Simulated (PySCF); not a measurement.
Two-dimensional NMR puzzle

Compound of formula C8H9ClSi. Correlations simulated from computed shifts and the bond graph:

HSQC (one-bond C–H):
```
  δH     δC
6.56  121.1
5.58  121.1
5.31  105.8
3.25   97.7
3.09   31.6
2.99   32.7
2.74   31.6
```

COSY cross peaks (H two or three bonds apart, from the bond graph; peaks can be absent where the dihedral angle is near 90°):
```
  δH    δH
6.56  5.58
5.10  4.80
5.10  2.99
4.80  2.99
3.09  2.99
3.09  2.74
2.99  2.74
```

HMBC (two and three bonds, from the bond graph):
```
  δH                              δC
6.56              160.8, 151.5, 31.6
5.58              160.8, 151.5, 31.6
5.31  160.8, 151.5, 97.7, 85.9, 32.7
5.10               160.8, 32.7, 31.6
4.80               160.8, 32.7, 31.6
3.25                     105.8, 85.9
3.09       160.8, 151.5, 121.1, 32.7
2.99       160.8, 151.5, 105.8, 31.6
2.74       160.8, 151.5, 121.1, 32.7
```

Carbons without hydrogens: δ 160.8, 151.5, 85.9.

No relativistic terms, no solvent model, one conformer. Structure optimised with GFN2-xTB; shielding tensors at PBE0/pcSseg-1 (GIAO); PySCF 2.14.0 with density-fitted response routines.

Chemical shifts δ = σref − σ; ¹H (σ = 31.72 ppm), ¹³C (σ = 186.93 ppm) against TMS, all at this level.

Exchangeable hydrogens are left out of these lists.

Work out the connectivity.

Results:

`Cl[SiH2][C@H]1/C(=C/C#C)C(=C)C1`.

Atom-mapped SMILES (the numbers label the heavy atoms): `[CH:1]#[C:2]/[CH:3]=[C:4]1\[C:5](=[CH2:6])[CH2:7][C@H:8]1[SiH2:9][Cl:10]`. Each H is labelled by its parent atom. Ha(C6) is cis to C4; Ha(C7) is cis to Si9 on the ring; Ha(Si9) is pro-R; Hb(Si9) is pro-S; Hb(C6) is trans to C4; Hb(C7) is trans to Si9 on the ring.

1. δC 160.8 is C4, a fully substituted alkene carbon.
2. δC 151.5 is C5, a fully substituted alkene carbon.
3. δC 121.1 is C6, a terminal =CH2 carbon (δH 5.58, 6.56).
4. δC 105.8 is C3, an alkene CH (δH 5.31).
5. δC 97.7 is C1, a terminal alkyne carbon (δH 3.25).
6. δC 85.9 is C2, an alkyne carbon.
7. δC 32.7 is C8, an allylic sp3 CH bonded to Si (δH 2.99).
8. δC 31.6 is C7, an allylic sp3 CH2 (δH 2.74, 3.09).
9. HMBC from δH 6.56 reaches the proton-free carbons C4, C5.
10. HMBC from δH 5.58 reaches the proton-free carbons C4, C5.
11. HMBC from δH 5.31 reaches the proton-free carbons C4, C5, C2.
12. HMBC from δH 5.10 reaches the proton-free carbon C4.
13. COSY links 6.56–5.58, 5.10–4.80, 5.10–2.99, 4.80–2.99, 3.09–2.99, 3.09–2.74.

The data come from this structure; uniqueness wasn't tested.

Shifts are as computed. Against solution values, carbons near 30 ppm lie about +3 ppm off and those near 130 ppm about +5 ppm. Of 1309 compounds with measured shifts, 239 miss one by over three times the rms of a fit or turn the order of signals round; such compounds aren't used in these exercises.
